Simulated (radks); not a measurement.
Results of a calculation; reference values are marked as such.
Pt XXVIII, 51 electrons, occupied as [Kr] 4d10 4f5 (the NIST ground configuration). Level of theory: scalar-relativistic Kohn-Sham, SCAN, spin-polarised, spherical densities, finite nucleus; open shells are filled with parallel spins first (spin-orbit coupling, left out, can overturn this in heavy ions); meta-GGA in the generalised Kohn-Sham scheme; Fermi nuclear charge, rms radius 5.427 fm (a radial shooting solver on a logarithmic mesh with Libxc functionals).

Unscreened Slater integrals over Kohn-Sham orbitals (eV). They are taken over the spin-up orbitals.

integral,value
"F0(4f,4f)",59.128
"F2(4f,4f)",31.066
"F4(4f,4f)",20.207
"F6(4f,4f)",14.762
"F0(4f,4d)",57.602
"F2(4f,4d)",28.934
"F4(4f,4d)",18.851
"G1(4f,4d)",31.265
"G3(4f,4d)",21.062
"G5(4f,4d)",15.325
"F0(4f,4p)",58.283
"F2(4f,4p)",29.721
"G2(4f,4p)",24.736
"G4(4f,4p)",17.831
"F0(4f,4s)",59.747
"G3(4f,4s)",21.724
"F0(4d,4d)",56.998
"F2(4d,4d)",29.183
"F4(4d,4d)",19.786
"F0(4d,4p)",57.575
"F2(4d,4p)",29.689
"G1(4d,4p)",37.283
"G3(4d,4p)",23.721
"F0(4d,4s)",58.861
"G2(4d,4s)",29.535
"F0(4p,4p)",58.288
"F2(4p,4p)",30.546
"F0(4p,4s)",59.599
"G1(4p,4s)",40.386
"F0(4s,4s)",61.047

Derived for the open shells (J is the average intra-shell exchange parameter used in DFT+U). 4f: F4/F2 = 0.650, F6/F2 = 0.475, J = (286 F2 + 195 F4 + 250 F6)/6435 = 2.567 eV.
